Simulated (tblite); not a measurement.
C7H7OS (charge -1).
Numbering: `[CH3:1][O:2][c:3]1[cH:4][cH:5][cH:6][c:7]([S-:8])[cH:9]1` (hydrogens: H10, H11, H12 on C1; H13 on C4; H14 on C5; H15 on C6; H16 on C9)
Bond orders are those of one Lewis drawing.

Computed with GFN2-xTB (tblite), gas phase: Langevin dynamics at 600 K from the optimised GFN2-xTB geometry, time step 0.5 fs, friction 0.01 fs⁻¹, 2000 steps. The instantaneous temperature is 2·E(kin)/(3Nk) with all 3N coordinates.

```
t (fs)  T (K)  E(pot) above start (eV)  C1–O2 (Å)  O2–C3 (Å)  C3–C4 (Å)  C4–C5 (Å)  C5–C6 (Å)  C1–H10 (Å)  C1–O2–C3–C4 (°)
     0    488                    0.000      1.397      1.395      1.395      1.388      1.375       1.097              180
    25    328                    0.456      1.399      1.399      1.390      1.389      1.376       1.105             -179
    50    344                    0.770      1.395      1.452      1.389      1.383      1.399       1.117             -169
    75    375                    0.764      1.405      1.421      1.341      1.357      1.410       1.095             -168
   100    537                    0.851      1.421      1.428      1.393      1.325      1.370       1.084             -158
   125    569                    0.802      1.429      1.455      1.393      1.361      1.384       1.056             -141
   150    395                    0.999      1.390      1.429      1.393      1.393      1.390       1.102             -148
   175    504                    0.941      1.375      1.433      1.379      1.391      1.434       1.107             -157
   200    395                    1.019      1.411      1.360      1.397      1.385      1.431       1.072              167
   225    409                    0.910      1.428      1.428      1.433      1.413      1.363       1.117              168
   250    602                    0.797      1.464      1.378      1.419      1.389      1.396       1.107              171
   275    647                    0.956      1.416      1.405      1.425      1.374      1.416       1.149             -170
   300    594                    1.363      1.320      1.416      1.434      1.374      1.405       1.138             -143
   325    507                    1.443      1.305      1.437      1.348      1.384      1.346       1.109             -155
   350    649                    0.896      1.413      1.462      1.376      1.391      1.358       1.075             -157
   375    509                    0.737      1.426      1.460      1.405      1.409      1.379       1.068             -169
   400    604                    0.679      1.406      1.399      1.377      1.394      1.399       1.103             -165
   425    504                    1.020      1.400      1.339      1.390      1.395      1.417       1.132             -165
   450    516                    1.259      1.384      1.363      1.443      1.436      1.445       1.085             -163
   475    527                    1.412      1.416      1.282      1.462      1.412      1.390       1.067             -178
   500    562                    1.184      1.448      1.410      1.458      1.394      1.366       1.140              171
   525    509                    1.141      1.400      1.434      1.432      1.407      1.405       1.199              160
   550    458                    1.112      1.304      1.414      1.389      1.414      1.421       1.174              155
   575    628                    0.903      1.373      1.487      1.364      1.442      1.415       1.077              141
   600    661                    1.194      1.453      1.512      1.417      1.447      1.401       1.060              154
   625    787                    1.124      1.395      1.302      1.413      1.425      1.366       1.070              155
   650    764                    0.979      1.386      1.373      1.442      1.422      1.374       1.124              152
   675    440                    1.632      1.405      1.395      1.546      1.448      1.398       1.143              141
   700    604                    0.978      1.439      1.335      1.457      1.394      1.387       1.103              159
   725    670                    0.840      1.448      1.370      1.420      1.355      1.387       1.059              154
   750    510                    0.821      1.402      1.426      1.409      1.362      1.365       1.092              157
   775    426                    0.881      1.386      1.436      1.419      1.357      1.349       1.124              159
   800    585                    0.980      1.420      1.411      1.422      1.388      1.365       1.120              154
   825    540                    1.107      1.458      1.401      1.400      1.387      1.405       1.107              163
   850    458                    0.975      1.390      1.408      1.393      1.369      1.422       1.077              163
   875    526                    1.185      1.374      1.527      1.417      1.358      1.411       1.048              173
   900    847                    1.069      1.471      1.367      1.443      1.375      1.375       1.038              169
   925    831                    1.093      1.421      1.326      1.398      1.403      1.335       1.064             -177
   950    743                    1.514      1.461      1.452      1.415      1.436      1.351       1.181             -170
   975    895                    1.032      1.442      1.337      1.363      1.397      1.363       1.207             -178
  1000    689                    1.147      1.353      1.370      1.356      1.410      1.342       1.219              175
```

**Question.** From 500 fs on, how do temperature and potential energy compare with equipartition?

**Answer.** The mean temperature of these 21 frames is 625 K against the target 600 K, and the mean potential energy 1.09 eV against 42 × kT/2 = 1.09 eV for 42 classical harmonic modes. For 16 atoms in a canonical ensemble the temperature itself scatters by T·√(2/(3N)) = 122 K; here its standard deviation is 140 K. The whole run lasts only 10 friction times of 100 fs, so these averages carry a wide statistical error.

**Question.** What are the kinetic and total energies of the listed frame with the highest potential energy?

**Answer.** The one at 675 fs, 1.632 eV above the start. Its kinetic energy is 3NkT/2 = 0.910 eV at 440 K, so the sum is 2.54 eV; over the listed frames the sum runs from 1.01 to 3.05 eV, since the thermostat adds and removes energy.

**Question.** How much do the listed bonds fluctuate from 500 fs on?

**Answer.** 
```
  bond  at the start (Å)  mean (Å)  standard deviation (Å)
 C1–O2             1.397     1.411                   0.041
 O2–C3             1.395     1.404                   0.057
 C3–C4             1.395     1.418                   0.040
 C4–C5             1.388     1.400                   0.029
 C5–C6             1.375     1.381                   0.026
C1–H10             1.097     1.115                   0.054
```

The motion is classical and holds no zero-point motion.

The cost below is that of the whole dynamics run. On Intel Xeon at 2.80 GHz, one thread, shared host with 64 logical CPUs at a one-minute load of 11, this took 24 s and 0.18 GiB of memory at its peak.
